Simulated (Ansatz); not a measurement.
Species: sum formula Si$_{2}$H$_{3}$F$_{3}$ (charge 0, singlet). 
Geometry from a B3LYP-D3(BJ)/def2-TZVP (Ansatz, a program for electronic structure) optimisation:
```
Si
F 1 1.5979
F 1 1.6002 2 107.34
H 1 1.4757 2 107.51 3 115.67
Si 1 2.3559 4 116.60 2 -123.62
F 5 1.6107 1 108.26 4 55.01
H 5 1.4790 6 108.57 1 -120.90
H 5 1.4800 7 110.01 6 118.13
```
Charge 0, spin multiplicity 1.

Quantity: vertical triplet-singlet gap (E(triplet) - E(singlet); each state is the SCF solution reached for its spin), in kJ/mol. Valence correlation only, unless marked. Open shells are spin-unrestricted. Spin-orbit coupling is left out. Non-relativistic. CBS marks a two-point X^-3 extrapolation of the correlation energy; Hartree-Fock from the larger set. [CCSD(T)-MP2]/basis is that difference in the basis named.

```csv
level,program,vertical triplet-singlet gap (kJ/mol)
HF/aug-cc-pV(D+d)Z,Ansatz,556.1
HF/aug-cc-pV(T+d)Z,Ansatz,540.5
HF/aug-cc-pV(Q+d)Z,Ansatz,539.3
SVWN5/def2-TZVPD,Ansatz,460.7
PBE/def2-TZVPD,Ansatz,460.2
PBE0/def2-TZVPD,Ansatz,495.2
CAM-B3LYP/def2-TZVPD,Ansatz,523.9
wB97X-V/def2-TZVPD,Ansatz,536.8
B2PLYP/def2-TZVPD,Ansatz,524.7
MP2/aug-cc-pV(D+d)Z,Ansatz,548.8
RI-MP2/aug-cc-pV(T+d)Z,Ansatz,543.3
SCS-MP2/aug-cc-pV(T+d)Z,Ansatz,563.6
CCSD/aug-cc-pV(T+d)Z,Ansatz,543.1
"RI-MP2/CBS(aug-cc-pV(T+d)Z,aug-cc-pV(Q+d)Z)+[CCSD(T)-MP2]/aug-cc-pV(D+d)Z",Ansatz,540.7
"RI-MP2/CBS(aug-cc-pV(T+d)Z,aug-cc-pV(Q+d)Z)+[CCSD(T)-MP2]/aug-cc-pV(T+d)Z",Ansatz,539.9
```
